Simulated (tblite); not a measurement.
C4H11P3.
Bonds: C1–C2, C2–C3, C2–C4, C2–P5, P5–P6, P6–P7, P5–P7. Hydrogens: H8, H9, H10 on C1; H11, H12, H13 on C3; H14, H15, H16 on C4; H17 on P6; H18 on P7.

The geometry is computed with GFN2-xTB (gas phase).

(1) What internal coordinates does the optimisation give?

## Answers

(1) 
```json
{"bond": "C1–C2, C2–C3, C2–C4", "length (Å)": "1.528", "order": "single"}
{"bond": "C2–P5", "length (Å)": "1.909", "order": "single"}
{"bond": "P5–P6", "length (Å)": "2.173", "order": "aromatic"}
{"bond": "P6–P7", "length (Å)": "2.172", "order": "aromatic"}
{"bond": "P5–P7", "length (Å)": "2.193", "order": "aromatic"}
{"bond": "C1–H8 and 8 like bonds", "length (Å)": "1.089", "order": "single"}
{"bond": "P6–H17, P7–H18", "length (Å)": "1.400", "order": "single"}
```

Bonds in one row agree within 0.01 Å and their mean is given. Orders are formal, as drawn. A selection of angles:
```json
{"angle": "C2–C1–H8", "degrees": "110.4"}
{"angle": "C2–C1–H10", "degrees": "111.2"}
{"angle": "H8–C1–H9", "degrees": "108.5"}
{"angle": "C1–C2–C3", "degrees": "109.5"}
{"angle": "C1–C2–C4", "degrees": "110.9"}
{"angle": "C1–C2–P5", "degrees": "108.0"}
{"angle": "C3–C2–P5", "degrees": "104.3"}
{"angle": "C4–C2–P5", "degrees": "114.6"}
{"angle": "H11–C3–H12", "degrees": "108.6"}
{"angle": "C2–P5–P6", "degrees": "103.7"}
{"angle": "C2–P5–P7", "degrees": "107.6"}
{"angle": "P6–P5–P7", "degrees": "59.7"}
{"angle": "P5–P6–P7", "degrees": "60.6"}
{"angle": "P5–P6–H17", "degrees": "92.8"}
{"angle": "P7–P6–H17", "degrees": "93.5"}
{"angle": "P5–P7–P6", "degrees": "59.7"}
{"angle": "P5–P7–H18", "degrees": "99.0"}
```

Torsions: C1–C2–P5–P6 127° (anticlinal). The mirror-image conformer, all signs reversed, is as good.

P6 (ring phosphorus) is pyramidal (angles 93.5°, 92.8° and 60.6°, sum 246.9°, 1.09 Å off the plane of its three neighbours). The 3-membered ring P5–P6–P7 has internal angles of 59.7° to 60.6°. The P–P distances run from 2.172 Å (P6–P7, drawn aromatic) to 2.193 Å (P5–P7, drawn aromatic), a spread of 0.021 Å. P5 (ring phosphorus) is pyramidal (angles 107.6°, 103.7° and 59.7°, sum 271.0°, 1.11 Å off the plane of its three neighbours). Of the pairs four or more bonds apart, H15···H18 is among the closest relative to their van der Waals radii: 2.22 Å, 92 % of the sum of Bondi's values.

Point group: C1 (no symmetry element, even within 0.4 Å). Its GFN2-xTB frequencies are all real (lowest 57 cm⁻¹).
